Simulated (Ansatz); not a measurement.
## Which is lower?

The two ends of one reaction step of Si₂H₇OF, singlet (PBE0-D4/def2-TZVP).

A:

Si1  (-0.292, 0.388, 1.504)
F2  (1.190, -2.092, -0.144)
O3  (-0.172, 0.881, -0.037)
Si4  (-0.259, 0.511, -1.636)
H5  (-0.302, 1.568, 2.399)
H6  (-1.498, -0.447, 1.719)
H7  (1.296, -1.635, 0.656)
H8  (0.907, -0.438, 1.871)
H9  (-1.133, -0.670, -1.843)
H10  (1.102, 0.246, -2.159)
H11  (-0.838, 1.688, -2.331)
(Å)

B:

```
11
angstrom
Si -1.0620 -0.0122 1.3072
F 0.1957 -0.0214 2.2881
O -0.6729 0.7477 -0.0638
Si 0.1388 0.7870 -1.4883
H -2.1414 0.7400 1.9768
H -1.4156 -1.4236 1.0378
H 1.9231 -1.4431 0.6759
H 1.9130 -1.7861 0.0126
H 0.1556 -0.5671 -2.0994
H 1.5301 1.2465 -1.2592
H -0.5643 1.7323 -2.3880
```

Program: Ansatz 0.2.0. Basis: def2-TZVPP. Cores are frozen in the correlated methods. B3LYP uses VWN-RPA correlation.

(1) Which structure is lower at CCSD(T), and by how much? (An estimate is asked for; the value comes from the calculation.)

T1 diagnostic: at most 0.012.

Answers

(1) By the calculation: B, by 126.7 kJ/mol (electronic energy, against the other). By their contacts, A is a complex of Si₂H₆O ([SiH3][O][SiH3]) + HF and B is a complex of Si₂H₅OF ([F][SiH2][O][SiH3]) + H₂.

All methods give the same order:

| method | E(B) − E(A) (kJ/mol) |
| --- | --- |
| SPW92 | -110.8 |
| PBE-D4 | -116.8 |
| BLYP-D4 | -126.6 |
| r2SCAN-D4 | -130.2 |
| B97M-V | -129.3 |
| PBE0-D4 | -118.5 |
| B3LYP-D4 | -127.4 |
| r2SCAN0-D4 | -128.7 |
| BHLYP-D4 | -130.6 |
| CAM-B3LYP-D4 | -129.2 |
| wB97X-V | -126.7 |
| wB97M-V | -127.8 |
| B2PLYP | -130.0 |
| PBE-QIDH | -124.7 |
| RPA on PBE | -126.5 |
| HF | -136.3 |
| MP2 | -131.1 |
| CCSD | -126.9 |
| CCSD(T) | -126.7 |

Labels in which every atom is bracketed show which atoms are joined, not bond orders.

For scale, one of the runs: CCSD(T)/def2-TZVPP, 244 basis functions, launched by `ansatz run in.yaml --threads 4 --pin off --events-out ev --progress --plain --max-ram 9574MiB`. The run took 110 s on 4 CPU threads of an Arm Neoverse V1 (shared host), with 4.7 GiB of host memory at its peak.
